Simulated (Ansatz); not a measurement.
Job for Ansatz (a first-principles code): R-CCSD(T)/aug-cc-pVTZ on BeH2O2 (SMILES [OH][Be][OH]), atoms moved off the minimum.

Ansatz 0.2 input:
```yaml
crystal:
  periodic: [false, false, false]
  atoms:
    - {symbol: Be, position_ang: [0.05437812, -0.02232926, 0.02945723]}
    - {symbol: O, position_ang: [0.84592955, 0.07968415, -1.19900322]}
    - {symbol: H, position_ang: [1.74492056, 0.04887692, -1.18507235]}
    - {symbol: O, position_ang: [-0.91733777, -0.03778732, 1.15967155]}
    - {symbol: H, position_ang: [-1.46398016, -0.86005191, 1.41694224]}
basis:
  gaussian:
    orbitals: aug-cc-pVTZ
magnetization: {spin_polarized: false}
correlation: {method: ccsd_t, electrons: outside_noble_gas}
scf: {lower_state_search: off}
output: {forces: true}
```

The log:

```
WARN ansatz: RAYON_NUM_THREADS=1 ignored (pool sized by the plan → 1); use --threads N
Functional definition: HF
these checks for a lower state are left out or cut short: starts, cluster_reference, orbital_swaps, neighbouring_geometries, increment
integrals: 0.64 GiB planned
1095 factors; integrals over basis functions are off by at most 1.3e-3 eV
mean field: 0.39 GiB planned
mean field evaluation 1: about -4504.7639 eV, gradient 5.2e1 eV
mean field evaluation 2: about -4504.7640 eV, gradient 5.2e1 eV
mean field evaluation 4: about -4509.2536 eV, gradient 2.3e0 eV
mean field evaluation 8: about -4509.2766 eV, gradient 3.3e-1 eV
mean field -4509.27708827 eV, -165.7128764960 hartree, gradient 1.8e-6 eV, S^2 0.000000; 0 other end points of the search recorded, 0 dependent functions left out
3 core orbitals not correlated
reference -4509.27708827 eV, -165.7128764960 hartree; 8, 8 occupied and 173, 173 virtual orbitals, 1095 factors
too little memory for Intel AMX tiles; the run may be slower
densities: 1.82 GiB planned
second order -15.00655499 eV of doubles, -0.00000000 eV of singles
coupled cluster: 1.89 GiB planned
cycle   1  -14.68146018 eV  change    3.3e-1 eV  update   8.4e-2
cycle   2  -14.98892013 eV  change   -3.1e-1 eV  update   2.5e-2
cycle   3  -15.07506767 eV  change   -8.6e-2 eV  update   1.2e-2
cycle   4  -15.06253881 eV  change    1.3e-2 eV  update   2.9e-3
cycle   5  -15.06071325 eV  change    1.8e-3 eV  update   1.2e-3
cycle   6  -15.06126595 eV  change   -5.5e-4 eV  update   3.4e-4
cycle   7  -15.06108908 eV  change    1.8e-4 eV  update   1.2e-4
cycle   8  -15.06103019 eV  change    5.9e-5 eV  update   3.5e-5
cycle   9  -15.06103608 eV  change   -5.9e-6 eV  update   1.4e-5
cycle  10  -15.06103825 eV  change   -2.2e-6 eV  update   5.5e-6
perturbative correction -0.55192371 eV, -0.0202828224 hartree
the calculation of the forces begins
Total energy: -4524.89005023 eV, -166.2866422652 hartree
Atom 0 at     0.054378    -0.022329     0.029457 Å, force    -0.805372    -0.022971     0.242641 eV/Å
Atom 1 at     0.845930     0.079684    -1.199003 Å, force    -3.967093     0.060034     0.845520 eV/Å
Atom 2 at     1.744921     0.048877    -1.185072 Å, force     3.781351    -0.112997    -0.128830 eV/Å
Atom 3 at    -0.917338    -0.037787     1.159672 Å, force    -0.559444    -2.134724    -0.197852 eV/Å
Atom 4 at    -1.463980    -0.860052     1.416942 Å, force     1.550557     2.210657    -0.761479 eV/Å
Dipole moment:     0.195974    -0.279225     0.119402 e Å
Checks for a lower state left out: starts, cluster_reference, orbital_swaps, neighbouring_geometries, increment
```

The calculation finished and met its thresholds.

Cost: around 6 core-minutes (rough).
